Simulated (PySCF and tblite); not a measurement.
C₆H₈N₂S, numbered as in [CH2:1]=[CH:2][CH2:3][c:4]1[n:5][s:6][c:7]([CH3:8])[n:9]1.

Conformers came from 90 starts (ETKDG and KDG, MMFF94s, GFN2-xTB); geometries are GFN2-xTB. Weights use PBE0-D3(BJ)/pcSseg-1 (IEF-PCM, cyclohexane) energies plus GFN2-xTB zero-point and thermal terms (modes under about 100 cm⁻¹ blended into free rotors). Symmetry numbers and mirror images are counted. Conformers within 3 kcal/mol (GFN2-xTB free energy) were kept, 10 at most. GIAO shieldings: PBE0/pcSseg-1 (IEF-PCM, cyclohexane). Shifts are against TMS (¹H), TMS (¹³C), NH3 (¹⁵N) at the same level; of two unlike H on one atom, a is the less shielded. Codes: tblite and PySCF.

Torsions listed: C1–C2–C3–C4, C2–C3–C4–N5. Of a mirror pair one member is shown.

| conformer | shape | symmetry | E(GFN2) kcal/mol | E(DFT) kcal/mol |
| --- | --- | --- | --- | --- |
| 1 | 8°, -100° | C1 (pair) | 0.91 | 0.17 |
| 2 | 115°, -110° | C1 (pair) | 0.00 | 0.00 |
| 3 | 113°, 89° | C1 (pair) | 0.17 | 0.26 |

Problem. How much do the weights at 298.15 K and the averaged shift of H1b depend on how the conformers are weighted?

Solution. 
| weighting | 1 (%) | 2 (%) | 3 (%) | δ (ppm) | rms dipole (D) |
| --- | --- | --- | --- | --- | --- |
| DFT energy with thermal terms, symmetry and mirror images (full scheme) | 39 | 36 | 26 | 5.17 | 2.28 |
| DFT energy with symmetry and mirror images | 31 | 42 | 27 | 5.26 | 2.29 |
| bare DFT energy | 31 | 42 | 27 | 5.26 | 2.29 |
| GFN2-xTB energy with symmetry and mirror images | 11 | 51 | 38 | 5.52 | 2.32 |
| GFN2-xTB free energy | 15 | 47 | 39 | 5.48 | 2.31 |
| leading conformer alone | 100 | 0 | 0 | 4.37 | 2.17 |
| equal weights | 33 | 33 | 33 | 5.24 | 2.28 |
| full scheme, search stopped after three starts | 60 | 0 | 40 | 4.91 | 2.22 |

The largest departure from the full scheme, 0.80 ppm, comes with: leading conformer alone.


¹⁵N shifts are against a computed isolated NH3 molecule, about 20 ppm from the liquid.

Conformer gaps in pcSseg-1 on xTB geometries can be 2 kcal/mol off for S=O, P=O and other polar bonds.